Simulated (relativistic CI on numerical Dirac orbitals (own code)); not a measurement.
# Pb¹¹⁺: sensitivity of the levels to the model

Base calculation: Dirac-Coulomb-Breit CI, KLI orbitals optimised for each configuration, QED by a radiative potential, unscaled Slater integrals.

Configuration list (outside the closed core [Kr] 4d10): 4f14.5s2.5p6.5d3, 4f14.5s2.5p6.5d2.6s, 4f14.5s2.5p6.5d2.5f, 4f14.5s2.5p5.5d4, 4f14.5s2.5p6.5d2.6p, 4f14.5s2.5p6.5d2.5g, 4f14.5s2.5p6.5d.6s.6p, 4f14.5s.5p6.5d4, 4f14.5s2.5p6.5d.5f.6s, 4f14.5s2.5p5.5d3.5f, 4f14.5s2.5p6.5d2.6d, 4f14.5s2.5p6.5d2.7s, 4f14.5s2.5p5.5d3.5g, 4f14.5s2.5p6.5d2.7p, 4f14.5s2.5p5.5d3.6s, 4f14.5s2.5p6.5d2.6f, 4f14.5s.5p6.5d3.5f, 4f14.5s2.5p6.5d2.7d, 4f13.5s2.5p6.5d4, 4f14.5s2.5p6.5d.5g.6p, 4f14.5s2.5p6.5d2.8s, 4f14.5s2.5p6.5d.5f.5g, 4f14.5s2.5p6.5d2.8p, 4f14.5s2.5p6.5d.6s2, 4f14.5s2.5p6.5f.6s2, 4f14.5s2.5p6.6s2.6p, 4f14.5s2.5p6.5g.6s2, 4f14.5s2.5p6.5d.5f2, 4f14.5s2.5p6.5f2.6s, 4f14.5s2.5p6.5f3, 4f14.5s2.5p6.5f2.6p, 4f14.5s2.5p6.5f2.5g, 4f14.5s2.5p6.5d.6p2, 4f14.5s2.5p6.6s.6p2, 4f14.5s2.5p6.5f.6p2, 4f14.5s2.5p6.6p3, 4f14.5s2.5p6.5g.6p2, 4f14.5s2.5p6.5d.5f.6p, 4f14.5s2.5p6.5f.6s.6p, 4f14.5s2.5p6.5f.5g.6p, 4f14.5s2.5p6.5d.5g2, 4f14.5s2.5p6.5g2.6s, 4f14.5s2.5p6.5f.5g2, 4f14.5s2.5p6.5g2.6p, 4f14.5s2.5p6.5g3, 4f14.5s2.5p6.5d.5g.6s, 4f14.5s2.5p6.5f.5g.6s, 4f14.5s2.5p6.5g.6s.6p, 4f14.5p6.5d5, 4f14.5p5.5d6. Double excitations out of closed p, d and f shells are left out; levels of such configurations are missing from the list, as are those of other unlisted configurations, and high levels can miss mixing partners. These lack a partner that the ground configuration has and come out too high: 4f14.5s2.5p5.5d3.5f, 4f14.5s2.5p6.5d2.6d, 4f14.5s2.5p6.5d2.7s, 4f14.5s2.5p5.5d3.5g, 4f14.5s2.5p6.5d2.7p.

The lowest level and the first level of each name with at least 55 % of one term (blank where a level has no safe partner in the second run):

| Level | Base (cm⁻¹) | Shift (cm⁻¹) |
| --- | --- | --- |
| 4f14.5s2.5p6.5d3 4F_3/2 | 0 | 0 |
| 4f14.5s2.5p6.5d3 4F_5/2 | 19393 | +658 |
| 4f14.5s2.5p6.5d3 4F_7/2 | 30152 | +68 |
| 4f14.5s2.5p6.5d3 4P_1/2 | 35841 | -1004 |
| 4f14.5s2.5p6.5d3 2G_7/2 | 53665 | -375 |
| 4f14.5s2.5p6.5d3 4P_5/2 | 54694 | -1488 |
| 4f14.5s2.5p6.5d3 2P_1/2 | 67328 | -1314 |
| 4f14.5s2.5p6.5d3 2H_11/2 | 70278 | -1567 |
| 4f14.5s2.5p6.5d3 2D_5/2 | 75261 | -2357 |
| 4f14.5s2.5p6.5d3 2F_5/2 | 79466 | -2793 |
| 4f14.5s2.5p6.5d3 2F_7/2 | 83313 | -2953 |
| 4f14.5s2.5p6.5d2.6s 4F_3/2 | 380746 | -2584 |
| 4f14.5s2.5p6.5d2.6s 4F_5/2 | 385303 | -2942 |
| 4f14.5s2.5p6.5d2.6s 4F_7/2 | 408313 | -2383 |
| 4f14.5s2.5p6.5d2.6s 4P_1/2 | 408350 | -4786 |
| 4f14.5s2.5p6.5d2.6s 4F_9/2 | 422690 | -3127 |
| 4f14.5s2.5p6.5d2.6s 4P_3/2 | 423249 | -3907 |
| 4f14.5s2.5p6.5d2.6s 2P_1/2 | 434738 | -5073 |
| 4f14.5s2.5p6.5d2.6s 2G_9/2 | 449563 | -4200 |
| 4f14.5s2.5p6.5d2.6s 2S_1/2 | 490403 | -7630 |
| 4f14.5s2.5p6.5d2.6p 4G°_5/2 | 506965 | -1922 |
| 4f14.5s2.5p5.5d4 6D°_7/2 | 534888 | +4920 |

At this charge energies of transitions that change n are usually good to better than 1 %, and those within a shell (Δn = 0) to a few per cent. Terms inside the open d or f shell come out 10 to 20 % too wide with unscaled integrals. Levels and lines within the n = 5 or 6 shells can be off by up to 10 % or somewhat more, and those that change n by about 2 %, since core polarisation is missing.

One thing was changed in a second run, which moved the levels as shown. Which?
A. Breit term removed
B. valence Slater integrals scaled by 0.9
C. configuration mixing switched off
D. one mean potential for all configurations
E. QED terms removed

B. Valence Slater integrals scaled by 0.9. Scaling acts on the splittings between terms and on the mixing, and leaves the fine structure of pure LS terms nearly alone; in jj coupling it moves the levels of one term differently.

LS names give the leading component of a level, which can be under half, so a name can repeat, a term be missing and a line seem to break the LS rules.
